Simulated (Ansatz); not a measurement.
Relaxation of Cl₃FH₂Hf (7 atoms, charge 0, multiplicity 1), to a largest force component of 0.03 eV/Å in at most 50 steps.

The calculation used Ansatz, RKS r2SCAN-D4/def2-SVP.

```xyz
7
Properties=species:S:1:pos:R:3:forces:R:3
Hf 0.463 0.312 -0.474 -0.06 0.06 0.21
Cl -0.709 0.669 3.033 0.98 0.27 -0.52
Cl 2.011 0.118 -2.210 0.00 0.02 -0.02
Cl -1.218 1.876 -0.920 0.00 0.00 -0.03
F -0.163 -1.408 0.004 0.01 -0.03 0.01
H 1.447 0.972 0.947 0.00 -0.03 -0.01
H 0.489 1.014 2.542 -0.93 -0.28 0.37
```

Q: Where does it end, and by what steps?

A: The forces met the threshold. The force dipped under the threshold on the way, but the program's further checks kept it going. After 29 steps the energy has fallen by 1.918 eV; Cl3 moved furthest, 1.58 Å. Parted: Cl2–H7 (1.34 → 2.88 Å). Joined: Hf1–Cl2 (3.71 → 2.35 Å), H6–H7 (1.86 → 0.76 Å).

```json
{"step": "0", "energy less start (eV)": "0.0000", "largest force component (eV/Å)": "0.980", "accepted": "yes"}
{"step": "2", "energy less start (eV)": "-0.1004", "largest force component (eV/Å)": "0.318", "accepted": "yes"}
{"step": "4", "energy less start (eV)": "-0.1697", "largest force component (eV/Å)": "0.871", "accepted": "yes"}
{"step": "6", "energy less start (eV)": "-0.5246", "largest force component (eV/Å)": "1.444", "accepted": "yes"}
{"step": "8", "energy less start (eV)": "-1.3057", "largest force component (eV/Å)": "0.656", "accepted": "yes"}
{"step": "10", "energy less start (eV)": "-1.5187", "largest force component (eV/Å)": "1.192", "accepted": "yes"}
{"step": "12", "energy less start (eV)": "-1.6166", "largest force component (eV/Å)": "0.364", "accepted": "yes"}
{"step": "14", "energy less start (eV)": "-1.7673", "largest force component (eV/Å)": "0.439", "accepted": "yes"}
{"step": "16", "energy less start (eV)": "-1.8710", "largest force component (eV/Å)": "0.552", "accepted": "yes"}
{"step": "18", "energy less start (eV)": "-1.8996", "largest force component (eV/Å)": "0.115", "accepted": "yes"}
{"step": "20", "energy less start (eV)": "-1.9046", "largest force component (eV/Å)": "0.212", "accepted": "yes"}
{"step": "22", "energy less start (eV)": "-1.9082", "largest force component (eV/Å)": "0.023", "accepted": "yes"}
{"step": "24", "energy less start (eV)": "-1.9103", "largest force component (eV/Å)": "0.062", "accepted": "yes"}
{"step": "26", "energy less start (eV)": "-1.9171", "largest force component (eV/Å)": "0.115", "accepted": "yes"}
{"step": "28", "energy less start (eV)": "-1.9181", "largest force component (eV/Å)": "0.032", "accepted": "yes"}
{"step": "29", "energy less start (eV)": "-1.9184", "largest force component (eV/Å)": "0.008", "accepted": "yes"}
```

```xyz
7
Properties=species:S:1:pos:R:3
Hf -0.097 0.035 0.097
Cl -0.419 -0.392 2.386
Cl 2.043 -0.460 -0.745
Cl -0.988 2.077 -0.636
F -1.199 -1.245 -0.742
H 1.749 1.716 1.006
H 1.232 1.823 1.555
```

Whether the end is a true minimum wasn't checked by a vibrational analysis.

Run time: 69 s on 4 threads of Intel(R) Xeon(R) Platinum 8488C (Sapphire Rapids), with other jobs on the host, peak memory 0.29 GiB.
